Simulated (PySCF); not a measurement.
PySCF input for In(Br)(OMe)(NH2) (CH5BrInNO), SMILES [In]([NH2])([Br])[O]C, C-PCM-M06-2X/def2-SVP. Geometry optimised at B3LYP-D3(BJ)/def2-SVP. The def2 effective core potentials stand for the cores of In; spin–orbit coupling is left out. The values are those of a single conformer.

```python
import numpy as np
from pyscf import gto, scf, dft
from pyscf.solvent import pcm

mol = gto.M(
    atom='''
    In    0.45237841    0.12117382   -0.08546495
    Br   -1.82083324    0.06097639    0.93179928
    O     0.63262850   -0.94200808   -1.77538651
    C     1.87286029   -1.17101069   -2.39570562
    H     2.52320492   -1.86267771   -1.82284720
    H     1.69239733   -1.63676398   -3.38177493
    H     2.45867141   -0.24642722   -2.58075382
    N     2.01904083    1.01304406    0.87821195
    H     1.72885611    1.74016580    1.53226789
    H     2.72801635    1.40483291    0.25775819
    ''',
    basis='def2-SVP',
    ecp={'In': 'def2-svp'},
    charge=0,
    spin=0,
    max_memory=1600,
    verbose=3,
)
mf = dft.RKS(mol, xc='m06-2x').density_fit(auxbasis='def2-universal-jkfit')
mf.grids.level = 4
mf.conv_tol = 1e-9
mf.max_cycle = 100
mf.kernel()
res = {}
for name, eps in {'water': 78.355, 'n-hexane': 1.8819, 'acetonitrile': 35.688}.items():
    s = mf.PCM()
    s.with_solvent.method, s.with_solvent.eps, s.with_solvent.lebedev_order = 'C-PCM', eps, 29
    s.kernel(mf.make_rdm1())
    res[name] = (s.e_tot, eps, s.dip_moment(), s.mo_energy, s.converged)
    print(f'{name}: electrostatic solvation free energy {(s.e_tot - mf.e_tot) * 627.509474:.3f} kcal/mol')
```

Program output:

```
converged SCF energy = -2934.88599170821

WARN: PCM is an experimental feature. It is still in testing.
Features and APIs may be changed in the future.

converged SCF energy = -2934.90326903659
Dipole moment(X, Y, Z, Debye):  3.78712,  2.65128, -0.41823
water: electrostatic solvation free energy -10.842 kcal/mol

WARN: PCM is an experimental feature. It is still in testing.
Features and APIs may be changed in the future.

converged SCF energy = -2934.89360256958
Dipole moment(X, Y, Z, Debye):  3.26862,  2.27955, -0.35589
n-hexane: electrostatic solvation free energy -4.776 kcal/mol

WARN: PCM is an experimental feature. It is still in testing.
Features and APIs may be changed in the future.

converged SCF energy = -2934.9029620505
Dipole moment(X, Y, Z, Debye):  3.76980,  2.63873, -0.41617
acetonitrile: electrostatic solvation free energy -10.649 kcal/mol
```

The run converged.
